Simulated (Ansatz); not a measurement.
Reaction (cleavage of the Ge–B bond): `[SiH3][SiH2][BH][GeH3]` + `N[SiH3]` → `[SiH3][NH][GeH3]` + `B[SiH2][SiH3]`

Program: Ansatz. Geometries: PBE0-D4/def2-TZVP. ΔE: electronic, gas phase. CCSD(T)/CBS is the MP2 limit (def2-TZVPP, def2-QZVPP) plus CCSD(T) − MP2 in def2-TZVPP, frozen cores. This one scheme is used for every species. Functionals use def2-TZVPP. For Ge outer-core shells are correlated without core-valence functions, which leaves a few kJ/mol of doubt a bond. Scalar relativity is left out up to krypton. One conformer a species, not always the lowest.

| level | ΔE (kJ/mol) |
| --- | --- |
| PBE-D4 | 9.5 |
| PBE0-D4 | 3.9 |
| B2PLYP | -9.3 |
| r2SCAN | 1.4 |

Question: What does CCSD(T)/CBS give? (Estimate.)

Answer: The calculation gave: -4.0 kJ/mol. The listed levels differ from it by 13.5, 7.9, -5.3, 5.4 kJ/mol.

Largest T1 diagnostic among the species: 0.014.

In def2-TZVPP, CCSD(T) changes the Hartree–Fock value by +19.8 kJ/mol (the triples alone add +2.1 kJ/mol) and MP2 by +15.8 kJ/mol. From PBE to PBE0 (25 % exact exchange), in def2-TZVPP and without D4, ΔE moves by −5.7 kJ/mol.
